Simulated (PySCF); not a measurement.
## Working with the constants of BiC

ROHF-CCSD(T) constants of BiC, doublet, unpaired electrons σ ↑ (Bi def2-SVPD with ECP60, C def2-SVPD; scalar-relativistic core potentials (PySCF 2.14); masses 208.9804 and 12.0000 u):

```
ωe              : 715.9 cm⁻¹
ωexe            : 4.02 cm⁻¹
Be              : 0.36761 cm⁻¹
αe              : 0.00266 cm⁻¹
D (centrifugal) : 3.88e-07 cm⁻¹
De to Bi + C    : 2.54 eV
```

**Question.** Give the vibrational terms G(v) and spacings up to v = 6.

**Answer.** G(v) = ωe(v+½) − ωexe(v+½)².

```tsv
v	G(v) (cm⁻¹)	G(v) − G(v−1)	Bv (cm⁻¹)
0	357		0.3663
1	1065	708	0.3636
2	1765	700	0.3610
3	2456	692	0.3583
4	3140	684	0.3556
5	3816	676	0.3530
6	4484	668	0.3503
```

**Question.** How well does the Morse estimate ωe²/(4ωexe) reproduce De, and what is D0?

**Answer.** It gives 3.95 eV, 156 % of the computed De. D0 = De − G(0) = 2.54 − 0.04 = 2.50 eV.

Correlated steps freeze 5 core orbitals. Correlated levels converge slowly with the basis: in double zeta they bind strong bonds too weakly, by up to about 1 eV, and carry superposition errors of some tenths. These are scalar-relativistic numbers at best; spin–orbit coupling would shift them, the dissociation energy most. The state was picked by a PBE0 search and need not be the measured ground state.
